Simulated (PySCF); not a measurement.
# Reading the logs of faulty runs: B2CH5O anion

Calculated results; nothing here was measured. The program is PySCF 2.14.0, an open-source quantum chemistry code, run on an isolated molecule that a program drew, which may never have been made. The molecule is B2CH5O anion (charge -1, singlet), drawn as the SMILES string `BCB[O-]`.

Each row is a Hartree-Fock (HF) and frozen-core CCSD(T) single point in the aug-cc-pVDZ basis, meant for a local HF minimum. Run 1 is clean. Each other run has one planted mistake out of seven kinds, and not every kind appears here: one electron removed, one electron added, multiplicity raised by two, geometry at a saddle point, minimal basis STO-3G, one bond length entered in bohr, all coordinates scaled. The reference is restricted for singlets and unrestricted otherwise, and also for a bond in bohr. Adding or removing an electron swaps singlet and doublet. Electrons count all cores. HOMO and LUMO are orbital energies over both spins, the gradient is its largest component, and the lowest frequency (negative if imaginary) is given only where the gradient is small. Bond lengths are over the 8 bonds as drawn. T1 is the CCSD diagnostic: over 0.02 (restricted) or 0.045 (unrestricted) a single reference is doubtful.

Geometry of the clean run:
```xyz
9
B2CH5O anion, angstrom
B    -1.1723    0.9943   -0.9296
C     0.1634    1.1059   -1.6528
B     0.8008    2.5443   -0.9569
O     0.5202    3.7061   -1.3764
H    -2.1916    1.4747   -1.3693
H    -1.2591    0.4722    0.1638
H     0.8880    0.3192   -1.4287
H     0.1066    1.3103   -2.7230
H     1.5758    2.2731   -0.0146
```

```
run,electrons,basis functions,<S^2>,HOMO (eV),LUMO (eV),gradient (hartree/bohr),lowest frequency (cm^-1),mean bond (Å),longest bond (Å),T1,HF (hartree),CCSD(T) (hartree),mistake
1,30,137,0.000,-3.90,3.50,3.0e-05,72,1.2960,1.720,0.0207,-165.06044,-165.66397,no fault
2,30,25,0.000,0.62,13.06,4.9e-02,-,1.2960,1.720,0.0263,-162.78489,-163.03074,minimal basis STO-3G
3,30,137,0.871,-2.50,3.23,2.9e-02,-,1.4369,2.394,0.0769,-164.84369,-165.44156,?
4,30,137,0.000,-3.52,3.54,2.2e-01,-,1.1755,1.560,0.0189,-164.97484,-165.56339,?
```

**Which mistake was planted in run 3, and what did it cost?**

The mean bond changes by a factor of 1.109 and the longest by 1.392, so the molecule wasn't scaled as a whole. A length L in bohr read as angstrom grows by (1/0.5292 - 1) L = 0.890 L. The 8 bonds together grew by 8 x 0.1409 = 1.127 Å, which gives L = 1.267 Å. That is bond B3-O4, 1.267 Å in the clean geometry. So the mistake is: one bond length entered in bohr. Subtracting run 1 and multiplying by 627.51 kcal/mol a hartree, the energy moved by 136.0 kcal/mol in HF and 139.6 kcal/mol in CCSD(T).

**Which mistake was planted in run 4, and what did it cost?**

The mean and the longest bond both change by the same factor, 0.907, and the gradient is no longer small. So the mistake is: all coordinates scaled. Subtracting run 1 and multiplying by 627.51 kcal/mol a hartree, the energy moved by 53.7 kcal/mol in HF and 63.1 kcal/mol in CCSD(T).

Cautions from the logs. Run 1: T1 is over the limit, so its CCSD(T) energy is less reliable; run 2: T1 is over the limit, so its CCSD(T) energy is less reliable and the HOMO is above zero, so the electron isn't bound and the energy depends on the basis; run 3: T1 is over the limit, so its CCSD(T) energy is less reliable.
